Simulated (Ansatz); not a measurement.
`[OH][Sc]([F])[Cl]` + CH₃OH → `C[O][Sc]([OH])[Cl]` + H–F at 600 K and 1 bar (ligand exchange at the Sc–F bond).

Isolated molecules relaxed with PBE0-D4/def2-TZVP in Ansatz; ΔE leaves out vibrations. CCSD(T)/CBS adds triple-zeta CCSD(T) − MP2 to the extrapolated MP2 energy (def2 sets, frozen cores). This one scheme is used for every species. For Sc outer-core shells are correlated without core-valence functions, which leaves a few kJ/mol of doubt a bond. Scalar relativity is left out up to krypton. Each species was taken in one conformer, which may not be the lowest.

```
             species  CCSD(T)/CBS energy (Eh)  H − E (kJ/mol)  S (J/(mol·K))
 `[OH][Sc]([F])[Cl]`              -1395.76221            87.2          401.8
               CH₃OH               -115.61712           163.6          277.3
`C[O][Sc]([OH])[Cl]`              -1410.97112           209.0          490.6
                 H–F               -100.39570            42.3          194.0
```

H − E and S are ideal-gas, rigid-rotor, harmonic terms from PBE0-D4/def2-TZVP, for one conformer and one mirror image of each species. 1 Eh = 2625.50 kJ/mol, R = 8.31446 J/(mol·K).

Q: By hand: ΔE, ΔH, ΔS and ΔG.

A: ΔE = (-1410.97112) + (-100.39570) − (-1395.76221) − (-115.61712) = 0.01251 Eh = 32.8 kJ/mol. Δ(H − E) = 209.0 + 42.3 − 87.2 − 163.6 = 0.5, so ΔH = 33.3 kJ/mol. ΔS = 490.6 + 194.0 − 401.8 − 277.3 = 5.5 J/(mol·K). ΔG = 33.3 − 600 × (5.5)/1000 = 30.0 kJ/mol.

Q: By hand: the equilibrium constant, and the temperature at which ΔG would vanish if ΔH and ΔS stayed fixed.

A: log₁₀ K = −ΔG/(RT ln 10) = -2.6. ΔG = 0 at ΔH/ΔS = 6055 K, far beyond where these terms or the molecules hold.

The number of gas molecules stays the same, so ΔS is small and ΔH decides. A doubt of 5 kJ/mol in ΔE shifts log₁₀ K by 0.4 here. Other conformers and mirror images would add mixing entropy, several J/(mol·K) or more a flexible species. Modes under 60 cm⁻¹, often nearly free rotors, make the harmonic entropy too high. These are equilibria of isolated gas molecules and say nothing of rates. Largest T1 diagnostic: 0.016 (customary marks: 0.02 for closed shells, 0.045 for open ones).
